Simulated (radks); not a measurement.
The mean radii <r> (bohr) of the occupied orbitals of an atom or ion are listed with their occupations. Method: Dirac Kohn-Sham, PBE, spin-unpolarised, spherical densities, point nucleus; computed with a radial shooting solver on a logarithmic mesh with Libxc functionals.

| orbital | occ. | <r> |
|---|---|---|
| 1s1/2 | 2 | 0.05606 |
| 2s1/2 | 2 | 0.2442 |
| 2p1/2 | 1.33333 | 0.2104 |
| 2p3/2 | 2.66667 | 0.2132 |

Name the element and its charge. Open shells, if any, are shared by 2j + 1.

Answer. Z = 27, cobalt, charge +19: Co19+ in [He] 2s2 2p4. The 1s radius gives Z: for a bare nucleus <r> = (2 gamma + 1)/(2Z) with gamma = sqrt(1 - (Z/c)^2), 0.05483 bohr for Z = 27, and screening makes it slightly larger (0.05606 here). The occupations add up to 8, and the charge is Z minus that.
